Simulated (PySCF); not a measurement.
Sm⁶¹⁺: ionisation energy

Sm⁶¹⁺ 1s1 (2S) → Sm⁶²⁺ (bare nucleus), as a difference of total energies. Computed with PySCF 2.14 in an uncontracted even-tempered set (17 s from 150 bohr⁻², ratio 2.2; 7 p from 230 bohr⁻², ratio 2.4; 4 d from 690 bohr⁻², ratio 2.4; 3 f from 1000 bohr⁻², ratio 2.4; 3 g from 1500 bohr⁻², ratio 2.4), with the spin-free X2C one-electron Hamiltonian (Gaussian nucleus). The calculations carry no spin-orbit coupling.

```csv
method,ionisation energy (eV),difference from reference (eV)
UHF,55283.7,+69.4
LDA,55205.3,-9.0
PBE,55281.6,+67.3
PBE0,55282.2,+67.9
r2SCAN,55288.4,+74.1
PW91,55283.6,+69.3
r2SCANh,55287.9,+73.6
```

Reference: 55214.3 ± 0.05 eV (theoretical estimate listed by NIST; NIST Atomic Spectra Database, ionization energies).

For one electron Hartree-Fock is exact for this Hamiltonian up to the basis; QED and nuclear recoil make up the gap, and the density functionals add self-interaction.
